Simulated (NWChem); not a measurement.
Species: WOF4; SMILES [O]=[W]([F])([F])([F])[F]

Results from NWChem. Structure relaxed at the PBE0/def2-SVP level. No frequency run checked for a minimum. def2 effective core potentials on W; no spin-orbit coupling. Level PBE0/def2-SVPD: single points from the atomic guess with DIIS by default; each run changes one setting, and all converged runs end within 0.3 mHa of each other. cgmin counts macro-iterations, each dearer than a DIIS step. NWChem's automatic level shift, which a small gap switches on, acted in some of these runs.

```json
[
 {"setting": "defaults", "SCF iterations": "23"},
 {"setting": "level shift of 0.5 Ha throughout", "SCF iterations": "23"},
 {"setting": "occupation smearing of 0.005 Ha", "SCF iterations": "11"},
 {"setting": "DIIS on 3 Fock matrices", "SCF iterations": "25"},
 {"setting": "no DIIS, 40 % damping", "SCF iterations": "20"},
 {"setting": "quadratically convergent solver (cgmin)", "SCF iterations": "6"}
]
```
